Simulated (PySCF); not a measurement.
Compound: C5H6NO (charge -1).
Geometry (GFN2-xTB, Å), atoms numbered from 1 in this order:
```
atom  x, y, z in Å
C1    -1.550    0.396    0.483
C2    -0.607   -0.051   -0.640
C3     0.839   -0.050   -0.201
C4     1.457    1.182   -0.132
N5     1.924    2.245   -0.105
C6     1.472   -1.234    0.152
O7     2.627   -1.437    0.563
H8    -2.591    0.394    0.153
H9    -1.454   -0.270    1.340
H10   -1.289    1.403    0.803
H11   -0.747    0.620   -1.498
H12   -0.884   -1.063   -0.959
H13    0.799   -2.133    0.022
```

The geometry is computed with GFN2-xTB (gas phase).

Take the most abundant isotopes and a rigid rotor. The values belong to one conformer with, in the numbering `[CH3:1][CH2:2]/[C:3]([C:4]#[N:5])=[CH:6]/[O-:7]`, C1–C2–C3–C4 -77°.

Problem. Give the principal moments of inertia and the rotational constants in GHz.

Solution. Ia = 158.26, Ib = 223.68, Ic = 348.15 u·Å²; 505379 MHz·u·Å²/I gives 3193, 2259 and 1452 MHz, that is A = 3.1933, B = 2.2594, C = 1.4516 GHz.

Problem. Classify the top.

Solution. An asymmetric top; Ray's κ = -0.072.

Problem. Is it planar, by Δ = Ic − Ia − Ib?

Solution. Not planar: Δ = Ic − Ia − Ib = -33.80 u·Å². For a rigid frame Δ = −2 Σ m c², so Σ m c² = 16.90 u·Å² lies off the ab plane: 6.10 from hydrogen and 10.80 from heavier atoms. The atom farthest from that plane is 1.39 Å away.

Problem. Give the other two planar moments, Paa and Pbb, and the rms extents of the mass along the axes.

Solution. Paa = Σ m a² = (Ib + Ic − Ia)/2 = 206.78 and Pbb = Σ m b² = (Ia + Ic − Ib)/2 = 141.36 u·Å². With the mass M = 96.04 u, the rms extents √(P/M) along a, b and c are 1.47, 1.21, 0.42 Å.

GFN2-xTB frequencies: not computed here. Constants of a rigid frame at the computed geometry: no zero-point averaging, no centrifugal distortion.
